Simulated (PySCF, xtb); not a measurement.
C2H7ClO2Si, SMILES OCC[Si@H](O)Cl.

GFN2-xTB in xtb 6.7.1 at its own geometry gives an orbital gap of 6.46 eV and a dipole moment of 1.89 D.

The structure is a stationary point at PBE-D3(BJ)/def2-SVP. The structure was generated by enumeration; whether it is a known compound was not checked. One conformer was computed; it need not be the lowest.

Question: What does r2SCAN/def2-TZVP run with PySCF give? (The exact figures need the calculation; the answer reports its results.)

Answer: gap 6.86 eV (levels -6.80 and 0.06 eV), dipole 1.47 D.
